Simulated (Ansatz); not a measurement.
Input for Ansatz (development build ahead of 0.2.0):

```yaml
crystal:
  periodic: [false, false, false]
  atoms:
    - { symbol: H, position_ang: [0.0, 0.0, -2.30375] }
    - { symbol: H, position_ang: [0.0, 0.0, -1.38225] }
    - { symbol: H, position_ang: [0.0, 0.0, -0.46075] }
    - { symbol: H, position_ang: [0.0, 0.0, 0.46075] }
    - { symbol: H, position_ang: [0.0, 0.0, 1.38225] }
    - { symbol: H, position_ang: [0.0, 0.0, 2.30375] }
basis:
  gaussian: { orbitals: "6-31G" }
hamiltonian:
  xc: hf
correlation:
  method: mp2
  frozen_orbitals: { H: 0 }
output:
  forces: true
```

The input is written out in the form of the current development build from the run's settings.

Output:

| Item | Value |
| --- | --- |
| Converged | yes |
| Reference energy | -3.23787 hartree |
| Correlation energy | -0.06554 hartree |
| Total energy | -3.30342 hartree |

Forces (eV/Å):
```tsv
atom	Fx	Fy	Fz
H1	0.000	0.000	2.580
H2	0.000	0.000	-6.089
H3	0.000	0.000	5.424
H4	0.000	0.000	-5.424
H5	0.000	0.000	6.089
H6	0.000	0.000	-2.580
```

Caution: bonds are stretched, where a single reference can fail; stretched shape with no unrestricted run beside it, a lower state can exist.
